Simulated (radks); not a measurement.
The numbers below are computed, except where a source is named.
Excited configurations of the platinum ion Pt3+: one electron is placed in a higher orbital outside [Xe] 4f14 5d6. The ground configuration is [Xe] 4f14 5d7. Code: a radial shooting solver on a logarithmic mesh with Libxc functionals. Model: scalar-relativistic Kohn-Sham, r2SCAN, spin-polarised, spherical densities, finite nucleus; open shells are filled with parallel spins first (spin-orbit coupling, left out, can overturn this in heavy ions); meta-GGA in the generalised Kohn-Sham scheme; Fermi nuclear charge, rms radius 5.427 fm. Excitation = E - E(ground); binding = E(ion) - E, where the ion is the core of charge +4; n* = 4/sqrt(2 binding) in atomic units, and the quantum defect is n - n*.

| outer orbital | excitation (eV) | binding (eV) | n* | <r> (bohr) |
|---|---|---|---|---|
| 5f | 28.707 | 15.070 | 3.801 | 3.681 |
| 6s | 4.341 | 39.436 | 2.349 | 2.248 |
| 6p | 14.774 | 29.003 | 2.740 | 2.743 |
| 6d | 25.537 | 18.240 | 3.455 | 3.895 |
| 6f | 33.884 | 9.893 | 4.691 | 6.740 |
| 7s | 24.965 | 18.813 | 3.402 | 4.504 |
| 7p | 28.466 | 15.311 | 3.771 | 5.271 |
| 7d | 32.870 | 10.907 | 4.468 | 6.925 |
| 7f | 36.932 | 6.845 | 5.639 | 10.54 |

The Delta-SCF ionisation energy is 43.777 eV (NIST Atomic Spectra Database: 43 eV, theoretical). Self-interaction in the functional shifts the binding energies and quantum defects, so they are the method's values and not measured ones. Open shells are spherical and high-spin; term and fine-structure splittings are not resolved. Spin-orbit splitting is averaged out at the scalar-relativistic level.
